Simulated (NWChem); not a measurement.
System: CH$_{3}$AlF$_{2}$; SMILES [CH3][Al]([F])[F]

Here is an NWChem input.

```
start job
memory heap 200 mb stack 900 mb global 1100 mb
geometry units angstroms noautoz
  Al    -0.005026     0.047336     0.000602
  C     -0.008517    -1.879607     0.001362
  H      0.485055    -2.267344    -0.904613
  H     -1.028101    -2.290776     0.039650
  H      0.555333    -2.270076     0.863832
  F     -1.399538     0.946126    -0.001060
  F      1.405438     0.921190    -0.000917
end
basis spherical
  * library def2-svpd
end
dft
  xc r2scan
  iterations 200
end
task dft gradient
```

Excerpt of the output:

```
             Northwest Computational Chemistry Package (NWChem) 7.3.0
             --------------------------------------------------------

 C1  symmetry detected

                             Geometry "geometry" -> ""
                             -------------------------

 Output coordinates in angstroms (scale by  1.889725989 to convert to a.u.)

  No.       Tag          Charge          X              Y              Z
 ---- ---------------- ---------- -------------- -------------- --------------
    1 Al                  13.0000    -0.00207794     0.06452667     0.00072254
    2 C                    6.0000    -0.05551031    -1.86167857     0.00007087
    3 H                    1.0000     0.42782296    -2.26141300    -0.90621017
    4 H                    1.0000    -1.08540750    -2.24631185     0.03810348
    5 H                    1.0000     0.49805249    -2.26726287     0.86222919
    6 F                    9.0000    -1.37282666     0.99915869    -0.00021820
    7 F                    9.0000     1.43056078     0.90153158    -0.00021966

 Effective nuclear repulsion energy (a.u.)     155.0781516901

                                 NWChem DFT Module
                                 -----------------

 Summary of "ao basis" -> "ao basis" (spherical)
 ------------------------------------------------------------------------------
       Tag                 Description            Shells   Functions and Types
 ---------------- ------------------------------  ------  ---------------------
 Al                        def2-svpd                10       24   5s3p2d
 C                         def2-svpd                 8       20   4s2p2d
 H                         def2-svpd                 4        8   2s2p
 F                         def2-svpd                 9       23   4s3p2d

            General Information
            -------------------
          SCF calculation type: DFT
          Wavefunction type:  closed shell.
          No. of atoms     :     7
          No. of electrons :    40
           Alpha electrons :    20
            Beta electrons :    20
          Charge           :     0
          Spin multiplicity:     1
          Use of symmetry is: off; symmetry adaption is: off
          Maximum number of iterations: 200
          AO basis - number of functions:   114
                     number of shells:    48
          Convergence on energy requested:  1.00D-06
          Convergence on density requested:  1.00D-05
          Convergence on gradient requested:  5.00D-04

              XC Information
              --------------
                      r^2SCAN Method XC Functional
               r^2SCAN metaGGA Exchange Functional  1.000
                     r^2SCAN Correlation Potential  1.000

             Grid Information
             ----------------
          Grid used for XC integration:  medium
          Radial quadrature: Mura-Knowles
          Angular quadrature: Lebedev.
          Tag              B.-S. Rad. Rad. Pts. Rad. Cut. Ang. Pts.
          ---              ---------- --------- --------- ---------
          Al                  1.25       88          10.0       590
          C                   0.70       49          11.0       434
          H                   0.35       45          12.0       434
          F                   0.50       49          11.0       434
          Grid pruning is: on
          Number of quadrature shells:   370
          Spatial weights used:  Erf1

      Superposition of Atomic Density Guess
      -------------------------------------

 Sum of atomic energies:        -479.50902395

      Non-variational initial energy
      ------------------------------

 Total energy =    -480.331230
 1-e energy   =    -974.272071
 2-e energy   =     338.862690
 HOMO         =      -0.420950
 LUMO         =      -0.039308

   convergence    iter        energy       DeltaE   RMS-Dens  Diis-err
 ---------------- ----- ----------------- --------- --------- ---------
 d= 0,ls=0.0,diis     1   -481.7120844884 -6.37D+02  1.35D-02  9.16D-01
 d= 0,ls=0.0,diis     2   -481.4988792200  2.13D-01  7.39D-03  3.62D+00
 d= 0,ls=0.0,diis     3   -481.8092396639 -3.10D-01  7.42D-04  7.61D-03
 d= 0,ls=0.0,diis     4   -481.8095134678 -2.74D-04  4.44D-04  3.43D-03
 d= 0,ls=0.0,diis     5   -481.8099431672 -4.30D-04  1.03D-04  2.10D-04
  Resetting Diis
 d= 0,ls=0.0,diis     6   -481.8099723131 -2.91D-05  1.06D-05  7.53D-07
 d= 0,ls=0.0,diis     7   -481.8099723720 -5.89D-08  7.50D-06  4.08D-07

         Total DFT energy =     -481.809972372022
      One electron energy =     -977.918287286367
           Coulomb energy =      387.090808053377
    Exchange-Corr. energy =      -46.060644829109
 Nuclear repulsion energy =      155.078151690078

 Numeric. integr. density =       40.000004740812

                       DFT Final Molecular Orbital Analysis
                       ------------------------------------

 Vector   18  Occ=2.000000D+00  E=-3.684213D-01
              MO Center=  8.9D-02,  9.1D-01, -3.4D-04, r^2= 2.4D+00
   Bfn.  Coefficient  Atom+Function         Bfn.  Coefficient  Atom+Function
  ----- ------------  ---------------      ----- ------------  ---------------
    98     -0.470764  7 F  pz                75      0.449966  6 F  pz
   101      0.315633  7 F  pz                78     -0.301572  6 F  pz
   104      0.083814  7 F  pz                81     -0.081505  6 F  pz
    18     -0.057379  1 Al d  1

 Vector   19  Occ=2.000000D+00  E=-3.563118D-01
              MO Center= -6.6D-03,  7.0D-01,  1.9D-03, r^2= 3.0D+00
   Bfn.  Coefficient  Atom+Function         Bfn.  Coefficient  Atom+Function
  ----- ------------  ---------------      ----- ------------  ---------------
    97      0.353709  7 F  py                74     -0.334981  6 F  py
    73     -0.308612  6 F  px                96     -0.281461  7 F  px
   100     -0.242772  7 F  py                77      0.230885  6 F  py
    76      0.203057  6 F  px                99      0.185119  7 F  px
    29     -0.119582  2 C  px                53      0.105370  4 H  s

 Vector   20  Occ=2.000000D+00  E=-3.063955D-01
              MO Center= -3.9D-02, -1.2D+00,  3.9D-04, r^2= 2.2D+00
   Bfn.  Coefficient  Atom+Function         Bfn.  Coefficient  Atom+Function
  ----- ------------  ---------------      ----- ------------  ---------------
    30      0.438665  2 C  py                33      0.259177  2 C  py
     3      0.242820  1 Al s                 10     -0.202228  1 Al py
    74     -0.180800  6 F  py                97     -0.174687  7 F  py
     2      0.156213  1 Al s                  7      0.123987  1 Al py
    28     -0.112749  2 C  s                 45     -0.112644  3 H  s

 Vector   21  Occ=0.000000D+00  E=-3.856152D-02
              MO Center= -7.8D-03, -9.9D-02,  2.8D-02, r^2= 6.1D+00
   Bfn.  Coefficient  Atom+Function         Bfn.  Coefficient  Atom+Function
  ----- ------------  ---------------      ----- ------------  ---------------
     5      0.884573  1 Al s                  3      0.317892  1 Al s
    26     -0.257249  2 C  s                 28      0.198701  2 C  s
     2      0.194669  1 Al s                 27     -0.168269  2 C  s
    30     -0.166538  2 C  py                71     -0.144140  6 F  s
    94     -0.140365  7 F  s                 17      0.138707  1 Al d  0

 Vector   22  Occ=0.000000D+00  E=-2.573703D-02
              MO Center= -4.1D-02, -1.8D-01, -2.7D-02, r^2= 3.6D+00
   Bfn.  Coefficient  Atom+Function         Bfn.  Coefficient  Atom+Function
  ----- ------------  ---------------      ----- ------------  ---------------
    14      0.891576  1 Al pz                11      0.374054  1 Al pz
    46      0.328191  3 H  s                 62     -0.321168  5 H  s
     8     -0.194783  1 Al pz                75      0.176289  6 F  pz
    98      0.168370  7 F  pz                81     -0.154282  6 F  pz
    45      0.137180  3 H  s                 78     -0.134168  6 F  pz

 Vector   23  Occ=0.000000D+00  E= 4.868731D-02
              MO Center=  1.6D-01, -1.5D+00, -3.8D-03, r^2= 8.5D+00
   Bfn.  Coefficient  Atom+Function         Bfn.  Coefficient  Atom+Function
  ----- ------------  ---------------      ----- ------------  ---------------
     4      4.421345  1 Al s                 28     -2.934612  2 C  s
     5     -2.038058  1 Al s                 46      0.941572  3 H  s
    62      0.941712  5 H  s                 72     -0.882462  6 F  s
    27     -0.848475  2 C  s                 24     -0.535353  1 Al d  2
    79     -0.515405  6 F  px                12     -0.509293  1 Al px

     Multipole analysis of the density
     ---------------------------------

     L   x y z        total         alpha         beta         nuclear
     -   - - -        -----         -----         ----         -------
     0   0 0 0     -0.000000    -20.000000    -20.000000     40.000000

     1   1 0 0     -0.028155     -0.014078     -0.014078      0.000000
     1   0 1 0     -0.956374     -0.478187     -0.478187      0.000000
     1   0 0 1      0.000442      0.000221      0.000221      0.000000

[...]

                         DFT ENERGY GRADIENTS

    atom               coordinates                        gradient
                 x          y          z           x          y          z
   1 Al     -0.003927   0.121938   0.001365    0.000455   0.007373  -0.000056
   2 C      -0.104899  -3.518062   0.000134    0.000333  -0.001193  -0.000015
   3 H       0.808468  -4.273451  -1.712489   -0.000070   0.000621  -0.000529
   4 H      -2.051123  -4.244914   0.072005   -0.000484   0.000199   0.000035
   5 H       0.941183  -4.284506   1.629377   -0.000040   0.000565   0.000542
   6 F      -2.594266   1.888136  -0.000412    0.006474  -0.004158   0.000012
   7 F       2.703368   1.703648  -0.000415   -0.006668  -0.003407   0.000012
```

Level: r2SCAN/def2-SVPD. Structure relaxed at the PBE0/def2-SVP level.
